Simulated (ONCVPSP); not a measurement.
**What one change does to a pseudopotential (Al (Z = 13), ONCV)**

aluminium, optimised norm-conserving Vanderbilt (ONCV), made with ONCVPSP 4.0.1 (PBE, scalar-relativistic). Core [He], reference 2s2 2p6 3s2 3p1. Waves: 2s+3s: rc 0.95 bohr, ncon 4, nbas 8, qcut 15.1 1/bohr, 2 projectors; 2p+3p: rc 1.25 bohr, ncon 4, nbas 9, qcut 12 1/bohr, 3 projectors, debl 1.5 Ha. Local part: polynomial inside 0.75 bohr (lpopt 5, dvloc0 0 Ha). Core correction: polynomial model core, fcfact 0.6.

All-electron outer shells of the reference configuration (PBE, scalar-relativistic, ld1.x):

| shell | level (eV) | outermost node (bohr) | outermost maximum (bohr) |
| --- | --- | --- | --- |
| 1s | -1511.14 | – | 0.08 |
| 2s | -108.17 | 0.16 | 0.50 |
| 2p | -69.64 | – | 0.43 |
| 3s | -7.75 | 0.80 | 2.09 |
| 3p | -2.71 | 0.82 | 2.64 |

Change: s: qcut 12.3.

Cutoffs: the cutoffs (Ha) at which the residual kinetic energy of the hardest occupied pseudo-wave falls to 1 and 0.1 mHa per electron; they do not see the model core or the augmentation charge, which bear on the density cutoff. Errors are all-electron minus pseudo energies relative to the spin-unpolarised reference configuration.

**Question.** What does the change do?

**Answer.** The potential gets softer (60 Ha and 76 Ha → 54 Ha and 61 Ha); the errors of the 3 common tests hardly move; neither file shows a bound ghost. The waves are optimised to have the least kinetic energy above qcut, so the cutoff follows it (qcut²/2 in Ha).

| quantity | base | changed |
| --- | --- | --- |
| cutoff, loose | 60 Ha | 54 Ha |
| cutoff, tight | 76 Ha | 61 Ha |
| loose cutoff by channel | s 60 Ha, p 54 Ha | s 45 Ha, p 54 Ha |
| bound ghosts | none | none |
| GHOST(+) flags under 300 eV | none | none |
| tests with a reliable result | 3 of 4 | 3 of 4 |
| error for 2s2 2p6 3s2 3p0, meV [ΔE 5.76 eV] | +0.2 | +0.2 |
| error for 2s2 2p6 3s1 3p0, meV [ΔE 24.99 eV] | -0.6 | -0.7 |
| error for 2s2 2p6 3s1 3p1, meV [ΔE 11.57 eV] | -0.7 | -0.8 |
| s: phases at 0.96 bohr within 0.05 rad from the reference energy up to (Ha; the scan ends near 5) | to the end of the scan | to the end of the scan |
| p: phases at 1.27 bohr within 0.05 rad from the reference energy up to (Ha; the scan ends near 5) | to the end of the scan | to the end of the scan |
| rms error of d²Exc/dni dnj with the model core, mHa | 1.65 | 1.60 |
